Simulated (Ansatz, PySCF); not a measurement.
The pair A = C2H4 (SMILES C=C) (first 6 atoms), B = H2 (SMILES [H][H]); geometry from B3LYP-D3(BJ)/def2-TZVP.
(charge 0, multiplicity 1):
```tsv
atom	x (Å)	y (Å)	z (Å)
C	0.4094	0.5515	-0.3288
C	-0.1351	-0.6137	-0.0115
H	1.4820	0.7026	-0.3114
H	-0.1950	1.4026	-0.6185
H	-1.2077	-0.7648	-0.0283
H	0.4692	-1.4647	0.2788
H	-0.3441	0.1118	2.9446
H	-0.4807	0.0751	3.6759
```

Frozen-core correlation. MP2 and its Hartree–Fock in aug-cc-pVQZ are density fitted. Rows in 6-31G* carry no dispersion term and start afresh at each structure (6-31G* with six Cartesian d functions).

Codes used: Ansatz (a program for electronic structure) with Gaussian orbitals; PySCF for 6-31G* rows. Values without a source in brackets are computed.

Total energies (hartree), monomers frozen at their geometry in the pair:

```tsv
structure	B3LYP/6-31G*	MP2/aug-cc-pVTZ	MP2/aug-cc-pVQZ
AB	-79.7635025	-79.5701672	-79.5948252
A in the pair's basis	-78.5880249	-78.4046007	-78.4275456
B in the pair's basis	-1.1755334	-1.1650157	-1.1666972
A	-78.5873588	-78.4044190	-78.4274736
B	-1.1754797	-1.1649858	-1.1666855
```

Work out the interaction energy without and with the counterpoise correction, and the superposition error, for each level.


E(AB) − E(A) − E(B), times 627.509 kcal/mol, with the monomers in their own basis and then in the pair's basis:
- B3LYP/6-31G*: -0.42 uncorrected, 0.04 corrected; the monomers gain 0.45 kcal/mol from borrowed functions
- MP2/aug-cc-pVTZ: -0.48 uncorrected, -0.35 corrected; the monomers gain 0.13 kcal/mol from borrowed functions
- MP2/aug-cc-pVQZ: -0.42 uncorrected, -0.37 corrected; the monomers gain 0.05 kcal/mol from borrowed functions
